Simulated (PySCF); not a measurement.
F₃Si, doublet, at a GFN2-xTB geometry, with bond 1-2 at 1.6 times its length. Base run: PBE/def2-SVP (PySCF).

The PySCF input:
```python
from pyscf import gto, scf, dft

mol = gto.Mole()
mol.atom = '''
    F     2.344116    0.016390   -0.523419
    Si   -0.016259   -0.011009    0.427829
    F    -0.718422    1.262205   -0.217129
    F    -0.715262   -1.251196   -0.281682
'''
mol.basis = 'def2-svp'
mol.charge = 0
mol.spin = 1
mol.verbose = 4
mol.build()

mf = dft.UKS(mol)
mf.xc = 'pbe'
mf.kernel()
```

Each row names what was changed in the base input (with any setting that the change needs).

```tsv
change	ΔE vs base (µEh)	SCF cycles	<S^2>	outcome
base	0.0	20	0.762	converged
level_shift = 0.5 (with mf.max_cycle = 100)	0.0	83	0.762	converged
init_guess = sap	0.0	18	0.762	converged
init_guess = vsap	0.0	17	0.762	converged
diis_space = 20	0.0	19	0.762	converged
conv_tol_grad = 1e-7	0.0	23	0.762	converged
conv_tol = 1e-4	13.8	14	0.762	converged
solver = newton	0.0	-	0.762	converged
DIIS = ADIIS	0.0	29	0.762	converged
level_shift = 0.3 (with mf.max_cycle = 100)	-	92	-	not converged
conv_tol_grad = 1e-3	0.0	20	0.762	converged
diis = off; damp = 0.3 (with mf.diis_start_cycle = 200; with mf.max_cycle = 150)	-	150	-	not converged
conv_tol = 1e-11	0.0	22	0.762	converged
```

Open shells are given as the SCF converged; they aren't shown to be the lowest states, and a large step between rows can be another state.
